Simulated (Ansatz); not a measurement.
LaF₃, relaxed as a triplet with UKS r2SCAN-D4/def2-TZVP in Ansatz, starting from the r2SCAN-D4/def2-TZVP geometry of the neutral singlet. Force threshold 0.02 eV/Å.

In the def2 sets La takes a core potential; there is no spin–orbit coupling. At r2SCAN-D4/def2-TZVP a singlet of charge 0 lies 5.53 eV below the triplet, each at its own geometry. The structure comes from a short search, and lower isomers may exist.

Start:

```xyz
4

La    0.090   -0.379    0.144
F    -0.009    0.867    1.893
F     1.716    0.113   -1.174
F    -1.797   -0.600   -0.863
```

```json
{"step": "1", "energy (eV)": "-9011.7303", "largest force component (eV/Å)": "1.054", "SCF passes": "112"}
{"step": "2", "energy (eV)": "-9011.9822", "largest force component (eV/Å)": "0.446", "SCF passes": "45"}
{"step": "3", "energy (eV)": "-9012.0686", "largest force component (eV/Å)": "0.296", "SCF passes": "46"}
{"step": "4", "energy (eV)": "-9012.0980", "largest force component (eV/Å)": "0.063", "SCF passes": "34"}
{"step": "5", "energy (eV)": "-9012.1008", "largest force component (eV/Å)": "0.034", "SCF passes": "32"}
{"step": "6", "energy (eV)": "-9012.1011", "largest force component (eV/Å)": "0.011", "SCF passes": "31"}
```

Force components are those of the run's own axes.

End:

```csv
atom,x (Å),y (Å),z (Å)
La1,-0.150,0.002,0.098
F2,0.253,0.841,2.104
F3,1.710,0.012,-1.119
F4,-1.812,-0.855,-1.083
```

By distances, no bond broke or formed. The bond that changes most is La1–F3, from 2.15 to 2.22 Å (atoms count from 1).

No frequencies were taken in this run, so the end may be a saddle point.

Run time 24 s (4 threads of Arm Neoverse V1 on a shared host).
